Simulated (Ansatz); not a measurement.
The cluster CaI2. The state is a triplet with charge 0. Geometry r2SCAN-D4/def2-TZVPD, that of the charge -1 doublet; atoms count from 1.

```
atom    x (Å)    y (Å)    z (Å)
 Ca1  -0.3129   0.0913   0.8170
  I2  -2.1976   0.6133  -1.3838
  I3   2.5105  -0.7046   0.5668
```

In the def2 sets I takes a core potential; there is no spin–orbit coupling. At PBE0-D4/def2-TZVPD a singlet of charge 0 lies 3.43 eV below the triplet at the same geometry. The structure comes from a short search, and lower isomers may exist.

Question: Estimate the Mulliken populations from the PBE0/def2-TZVPD orbitals of Ansatz.

Answer: 
| atom | charge (e) | spin (α − β) |
| --- | --- | --- |
| Ca1 | 0.35 | 0.92 |
| I2 | -0.17 | 0.54 |
| I3 | -0.17 | 0.54 |
Mulliken values and Mayer orders depend strongly on the basis. With diffuse functions, as here, like atoms can get unlike values, and bond orders can come out too low or too high.

Question: Where does the spin sit?

Answer: Summed by element: Ca 0.92, I 1.08, of 2 unpaired in all. Largest on single atoms: Ca1 0.92, I3 0.54, I2 0.54.

Question: And the Mayer bond orders between bonded heavy atoms (over 0.3)?

Answer: Ca1–I2 0.59 (2.94 Å); Ca1–I3 0.59 (2.94 Å). Values over 0.3 also appear between atoms too far apart for a bond (I2–I3 0.43 at 5.26 Å); they arise where an orbital or an unpaired electron spreads over both atoms.
